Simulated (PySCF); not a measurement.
**Excitation energy of Bi⁺ by level of theory**

Bi⁺ [Xe] 4f14 5d10 6s2 6p2 (3P) → Bi⁺ [Xe] 4f14 5d10 6s1 6p2 7s1 (5P), as a difference of total energies. All numbers are calculated (PySCF 2.14, scalar relativity through the core potential, in aug-cc-pVTZ-PP with one added diffuse shell each of d, f type with ECP60MDF (6s5p5d3f, 67 functions)). Correlated levels: valence: 5s2 5p6 5d10 frozen. The calculations carry no spin-orbit coupling.

```json
{"method": "UHF", "excitation energy (cm⁻¹)": "121450"}
{"method": "LDA", "excitation energy (cm⁻¹)": "140900"}
{"method": "PBE", "excitation energy (cm⁻¹)": "137620"}
{"method": "PBE0", "excitation energy (cm⁻¹)": "135720"}
{"method": "r2SCAN", "excitation energy (cm⁻¹)": "136850"}
{"method": "B97-3", "excitation energy (cm⁻¹)": "138290"}
{"method": "MN15", "excitation energy (cm⁻¹)": "141460"}
{"method": "wB97M-V", "excitation energy (cm⁻¹)": "134820"}
{"method": "PW91", "excitation energy (cm⁻¹)": "138070"}
{"method": "MP2 (valence)", "excitation energy (cm⁻¹)": "126770"}
{"method": "SCS-MP2 (valence)", "excitation energy (cm⁻¹)": "129120"}
```

Spin-orbit coupling is strong in these open shells (close to jj coupling). The scalar numbers leave it out and a first-order estimate fails, so it can dominate the gap to the real levels.

The upper state lies above the first ionisation limit. A Rydberg-like electron needs more diffuse functions than a valence basis has.

The promoted electron is Rydberg-like, and one or two diffuse shells describe it only roughly, which tends to raise the upper state.
